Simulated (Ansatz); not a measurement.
Consider the hydrogen abstraction from the Si–H bond: `F[SiH](F)O[SiH3]` + F• → `F[SiH](F)O[SiH2]`• + H–F.

Computed with Ansatz on PBE0-D4/def2-TZVP structures; ΔE is electronic, products minus reactants. CCSD(T)/CBS adds triple-zeta CCSD(T) − MP2 to the extrapolated MP2 energy (def2 sets, frozen cores). This one scheme is used for every species, atoms too. DFT in def2-TZVPP. Open shells (•) are unrestricted, without spin–orbit coupling. Spin–orbit coupling would lower the free atoms: a little for F. Each species was taken in one conformer, which may not be the lowest.

**Question.** Is it downhill or uphill in electronic energy at CCSD(T)/CBS, and by how much? (Best estimate.)

**Answer.** Computed: Downhill: ΔE = -180.8 kJ/mol.

**Question.** What do these levels give: LDA (SPW92), PBE-D4, r2SCANh-D4, CAM-B3LYP-D4, B2PLYP, PBE-QIDH, revPBE, r2SCAN, PBE0, LC-ωPBE, CCSD/def2-TZVPP, CCSD(T)/def2-TZVPP? (Estimate.)

**Answer.** Ansatz gave: LDA (SPW92) -252.2, PBE-D4 -206.8, r2SCANh-D4 -177.0, CAM-B3LYP-D4 -176.1, B2PLYP -175.1, PBE-QIDH -171.6, revPBE -196.2, r2SCAN -184.6, PBE0 -180.4, LC-ωPBE -184.8, CCSD/def2-TZVPP -161.9, CCSD(T)/def2-TZVPP -169.3 kJ/mol.

Largest T1 diagnostic among the species: 0.013.

From BLYP to BHLYP (50 % exact exchange), in def2-TZVPP and without D4, ΔE moves by +51.9 kJ/mol. In def2-TZVPP, CCSD(T) changes the Hartree–Fock value by −94.0 kJ/mol (the triples alone add −7.4 kJ/mol) and MP2 by −122.1 kJ/mol.
